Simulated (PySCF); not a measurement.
Cyclo-(H2SiO)2.
Bonds: Si1–O4, Si1–O8, O4–Si5, Si5–O8. Hydrogens: H2, H3 on Si1; H6, H7 on Si5.

The closed-shell ground state was solved at several levels (PySCF, density fitting, gas phase, non-relativistic). Geometry: PBE0-D3(BJ)/def2-SVP, one conformer, isolated molecule. The dipole stays under 0.02 D at every level.

```json
{"level": "CAM-B3LYP/def2-SVPD", "basis functions": "126", "HOMO (eV)": "-10.06", "LUMO (eV)": "0.20", "gap (eV)": "10.26"}
{"level": "PBE0/pcSseg-1", "basis functions": "102", "HOMO (eV)": "-8.67", "LUMO (eV)": "-0.48", "gap (eV)": "8.19"}
```

Task: Estimate the row for B3LYP/pcSseg-1, a basis of 102 functions; the other rows only guide the guess.

Result: HOMO -8.46 eV, LUMO -0.68 eV, gap 7.78 eV.

Task: Over all these levels, which gives the widest orbital gap and which the narrowest?

Result: CAM-B3LYP/def2-SVPD (range-separated hybrid) has the widest, 10.26 eV, and B3LYP/pcSseg-1 (global hybrid, 20 % exact exchange) the narrowest, 7.78 eV. Functional and basis both differ between the two, so the spread mixes both effects.
